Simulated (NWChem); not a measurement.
Program: NWChem. System: Mg, charge 0, spin multiplicity 1. Level: B3LYP/def2-SVP, VWN1-RPA local correlation.

The NWChem input:

```
start mol
memory heap 200 mb stack 900 mb global 1100 mb
geometry units angstroms nocenter noautoz
  Mg     0.000000     0.000000     0.000000
  symmetry group D2h
end
basis spherical
  * library def2-svp
end
dft
  xc b3lyp
  semidirect memsize 60000000 filesize 0
  iterations 100
end
task dft energy
```

Output (cleaned and shortened):

```
             Northwest Computational Chemistry Package (NWChem) 7.3.0
             --------------------------------------------------------

                                NWChem Input Module
                                -------------------

 Scaling coordinates for geometry "geometry" by  1.889725989
 (inverse scale =  0.529177249)

                             Geometry "geometry" -> ""
                             -------------------------

 Output coordinates in angstroms (scale by  1.889725989 to convert to a.u.)

  No.       Tag          Charge          X              Y              Z
 ---- ---------------- ---------- -------------- -------------- --------------
    1 Mg                  12.0000     0.00000000     0.00000000     0.00000000

 Effective nuclear repulsion energy (a.u.)       0.0000000000

            Nuclear Dipole moment (a.u.)
            ----------------------------
        X                 Y               Z
 ---------------- ---------------- ----------------
     0.0000000000     0.0000000000     0.0000000000

      Symmetry information
      --------------------

 Group name             D2h
 Group number             26
 Group order               8
 No. of unique centers     1

      Symmetry unique atoms

     1


 Summary of "ao basis" -> "" (spherical)
 ------------------------------------------------------------------------------
       Tag                 Description            Shells   Functions and Types
 ---------------- ------------------------------  ------  ---------------------
 *                          def2-svp                  on all atoms

                                 NWChem DFT Module
                                 -----------------

 Summary of "ao basis" -> "ao basis" (spherical)
 ------------------------------------------------------------------------------
       Tag                 Description            Shells   Functions and Types
 ---------------- ------------------------------  ------  ---------------------
 Mg                         def2-svp                 8       18   4s3p1d

 Summary of "ao basis" -> "ao basis" (spherical)
[...]
 !! scf_movecs_sym_adapt:   10 vectors were symmetry contaminated

  Symmetry fudging

 !! scf_movecs_sym_adapt:    8 vectors were symmetry contaminated

 d= 0,ls=0.0,diis     3   -200.0202444713 -1.53D-05  1.88D-04  1.62D-06     0.1

 !! scf_movecs_sym_adapt:    8 vectors were symmetry contaminated

  Symmetry fudging

 !! scf_movecs_sym_adapt:    8 vectors were symmetry contaminated

 d= 0,ls=0.0,diis     4   -200.0202447084 -2.37D-07  6.04D-06  1.85D-09     0.1

         Total DFT energy =     -200.020244708378
      One electron energy =     -279.205817143035
           Coulomb energy =       95.624660260364
    Exchange-Corr. energy =      -16.439087825707
 Nuclear repulsion energy =        0.000000000000

 Numeric. integr. density =       12.000000013733

     Total iterative time =      0.0s

                  Occupations of the irreducible representations
                  ----------------------------------------------

                     irrep           alpha         beta
                     --------     --------     --------
                     ag                3.0          3.0
                     au                0.0          0.0
                     b1g               0.0          0.0
                     b1u               1.0          1.0
                     b2g               0.0          0.0
                     b2u               1.0          1.0
                     b3g               0.0          0.0
                     b3u               1.0          1.0

                       DFT Final Molecular Orbital Analysis
                       ------------------------------------

 Vector    4  Occ=2.000000D+00  E=-1.852842D+00  Symmetry=b3u
              MO Center=  1.4D-18,  4.8D-36,  7.3D-37, r^2= 1.7D-01
   Bfn.  Coefficient  Atom+Function         Bfn.  Coefficient  Atom+Function
  ----- ------------  ---------------      ----- ------------  ---------------
     5      0.994193  1 Mg px

 Vector    5  Occ=2.000000D+00  E=-1.852842D+00  Symmetry=b2u
              MO Center=  2.6D-36,  5.4D-24,  1.8D-35, r^2= 1.7D-01
   Bfn.  Coefficient  Atom+Function         Bfn.  Coefficient  Atom+Function
  ----- ------------  ---------------      ----- ------------  ---------------
     6      0.994193  1 Mg py

 Vector    6  Occ=2.000000D+00  E=-1.942444D-01  Symmetry=ag
              MO Center= -3.6D-21, -3.0D-25,  7.0D-22, r^2= 3.3D+00
   Bfn.  Coefficient  Atom+Function         Bfn.  Coefficient  Atom+Function
  ----- ------------  ---------------      ----- ------------  ---------------
     3      0.824820  1 Mg s                  2      0.363419  1 Mg s
     4      0.260041  1 Mg s                  1     -0.057492  1 Mg s

 Vector    7  Occ=0.000000D+00  E=-2.920937D-02  Symmetry=b2u
              MO Center=  6.3D-33,  3.0D-25,  2.7D-33, r^2= 5.5D+00
   Bfn.  Coefficient  Atom+Function         Bfn.  Coefficient  Atom+Function
  ----- ------------  ---------------      ----- ------------  ---------------
    12      0.848401  1 Mg py                 9      0.232412  1 Mg py
     6      0.160828  1 Mg py

 Vector    8  Occ=0.000000D+00  E=-2.920937D-02  Symmetry=b3u
              MO Center=  3.7D-21,  1.4D-33,  2.9D-33, r^2= 5.5D+00
   Bfn.  Coefficient  Atom+Function         Bfn.  Coefficient  Atom+Function
  ----- ------------  ---------------      ----- ------------  ---------------
    11      0.848401  1 Mg px                 8      0.232412  1 Mg px
     5      0.160828  1 Mg px

 Vector    9  Occ=0.000000D+00  E=-2.920937D-02  Symmetry=b1u
              MO Center=  5.0D-33,  3.9D-33, -7.3D-22, r^2= 5.5D+00
   Bfn.  Coefficient  Atom+Function         Bfn.  Coefficient  Atom+Function
  ----- ------------  ---------------      ----- ------------  ---------------
    13      0.848401  1 Mg pz                10      0.232412  1 Mg pz
     7      0.160828  1 Mg pz

 Task  times  cpu:        0.1s     wall:        0.1s

 Total times  cpu:        0.1s     wall:        0.1s
```
